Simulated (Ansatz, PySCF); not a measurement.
B(OH)(NH2)(NMe2) (C2H9BN2O), SMILES CN(C)B(N)O. Atoms are numbered in the order given.

```xyz
15

B     -0.4155    -0.1226    -0.6574
O     -0.5671    -1.3642    -1.2571
H     -0.3281    -2.0897    -0.6749
N     -1.0777     0.9724    -1.2866
H     -1.6211     0.8116    -2.1240
H     -0.8317     1.9397    -1.1366
N      0.3509     0.0456     0.5483
C      1.2986    -0.9317     1.0292
C      0.3236     1.2663     1.3201
H      2.3134    -0.4987     1.1251
H      1.0209    -1.3356     2.0230
H      1.3821    -1.7756     0.3281
H      0.2315     1.0475     2.4006
H      1.2396     1.8774     1.1877
H     -0.5455     1.8775     1.0386
```
Charge 0, spin multiplicity 1.

Geometry: ωB97X-D3(BJ)/def2-SVP. One conformer was computed; it need not be the lowest.

Two levels are set side by side: PBE-D3(BJ)/def2-SVP (Ansatz, a quantum-chemistry and plane-wave program) and ωB97X-D3(BJ)/def2-SVP (PySCF). Each level has its own optimised geometry; the coordinates shown are those of the second. Frequencies come from the Hessian of PySCF at each geometry. Differences are taken from unrounded values.

```json
[
 {"quantity": "mean bond length (Å)", "ωB97X-D3(BJ)": "1.197"},
 {"quantity": "bond B1–O2 (Å)", "ωB97X-D3(BJ)": "1.387"},
 {"quantity": "bond B1–N4 (Å)", "ωB97X-D3(BJ)": "1.426"},
 {"quantity": "bond B1–N7 (Å)", "ωB97X-D3(BJ)": "1.439"},
 {"quantity": "bond N7–C8 (Å)", "ωB97X-D3(BJ)": "1.444"},
 {"quantity": "bond N7–C9 (Å)", "ωB97X-D3(BJ)": "1.444"},
 {"quantity": "bond O2–H3 (Å)", "ωB97X-D3(BJ)": "0.960"},
 {"quantity": "bond N4–H5 (Å)", "ωB97X-D3(BJ)": "1.011"},
 {"quantity": "bond N4–H6 (Å)", "ωB97X-D3(BJ)": "1.009"},
 {"quantity": "bond C8–H10 (Å)", "ωB97X-D3(BJ)": "1.107"},
 {"quantity": "bond C8–H11 (Å)", "ωB97X-D3(BJ)": "1.108"},
 {"quantity": "bond C8–H12 (Å)", "ωB97X-D3(BJ)": "1.100"},
 {"quantity": "bond C9–H13 (Å)", "ωB97X-D3(BJ)": "1.106"},
 {"quantity": "bond C9–H14 (Å)", "ωB97X-D3(BJ)": "1.109"},
 {"quantity": "bond C9–H15 (Å)", "ωB97X-D3(BJ)": "1.099"},
 {"quantity": "highest harmonic wavenumber (cm⁻¹)", "ωB97X-D3(BJ)": "3954"},
 {"quantity": "mean harmonic wavenumber (cm⁻¹)", "ωB97X-D3(BJ)": "1460"},
 {"quantity": "zero-point energy (kcal/mol)", "ωB97X-D3(BJ)": "81.38"}
]
```

Q: What does PBE-D3(BJ) give, and how far is it from ωB97X-D3(BJ)? (An estimate is asked for; the answer gives what the named calculation found.)

A: 
```
quantity                            PBE-D3(BJ)  PBE-D3(BJ) minus ωB97X-D3(BJ)
----------------------------------  ----------  -----------------------------
mean bond length (Å)                     1.203                          0.007
bond B1–O2 (Å)                           1.393                          0.006
bond B1–N4 (Å)                           1.430                          0.004
bond B1–N7 (Å)                           1.445                          0.006
bond N7–C8 (Å)                           1.444                          0.000
bond N7–C9 (Å)                           1.445                          0.000
bond O2–H3 (Å)                           0.971                          0.011
bond N4–H5 (Å)                           1.019                          0.007
bond N4–H6 (Å)                           1.017                          0.008
bond C8–H10 (Å)                          1.117                          0.010
bond C8–H11 (Å)                          1.117                          0.009
bond C8–H12 (Å)                          1.108                          0.008
bond C9–H13 (Å)                          1.116                          0.009
bond C9–H14 (Å)                          1.119                          0.010
bond C9–H15 (Å)                          1.107                          0.008
highest harmonic wavenumber (cm⁻¹)        3771                           -182
mean harmonic wavenumber (cm⁻¹)           1404                            -55
zero-point energy (kcal/mol)             78.30                          -3.08
```

GGA bonds tend to be longer and softer than those of functionals with exact exchange. Differences between two approximate levels are no errors against the true value.
